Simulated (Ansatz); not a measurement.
`N[Si](N)(O)Br` and `N[Si](N)(Cl)Br` differ in one atom or group.

Ansatz, PBE0-D4/def2-TZVP geometries, multiplicity 1. Each molecule was computed in one conformer, which needn't be the lowest.

Scalar relativity is left out up to krypton.

```tsv
property	`N[Si](N)(O)Br`
HOMO–LUMO gap (PBE0/def2-TZVPP) / eV	8.31
HOMO energy (PBE/def2-TZVPP) / eV	-6.24
HOMO energy (B3LYP/def2-TZVPP) / eV	-7.40
LUMO energy (ωB97M-V/def2-TZVPP) / eV	2.08
LUMO energy (PBE0/def2-TZVPP) / eV	0.64
HOMO–LUMO gap (ωB97M-V/def2-TZVPP) / eV	12.04
```

(1) What does the change do to each property? (Best estimate.)

## Answers

(1) Ansatz gave: 
```csv
property,`N[Si](N)(Cl)Br`,shift
HOMO–LUMO gap (PBE0/def2-TZVPP) / eV,8.35,0.04
HOMO energy (PBE/def2-TZVPP) / eV,-6.47,-0.23
HOMO energy (B3LYP/def2-TZVPP) / eV,-7.61,-0.21
LUMO energy (ωB97M-V/def2-TZVPP) / eV,2.02,-0.06
LUMO energy (PBE0/def2-TZVPP) / eV,0.48,-0.16
HOMO–LUMO gap (ωB97M-V/def2-TZVPP) / eV,12.17,0.13
```

With PBE0 the HOMO falls by 0.21 eV and the LUMO falls by 0.16 eV, so the gap widens by about 0.05 eV. PBE moves the HOMO by -0.23 eV and ωB97M-V by -0.18 eV. The zero-point energy changes by -33.2 kJ/mol with -3 modes.

B3LYP here is the variant with VWN-RPA as its local correlation; programs differ in this.

Spin–orbit coupling is left out; it splits and shifts lone-pair levels of the heavy atoms by tenths of an eV.
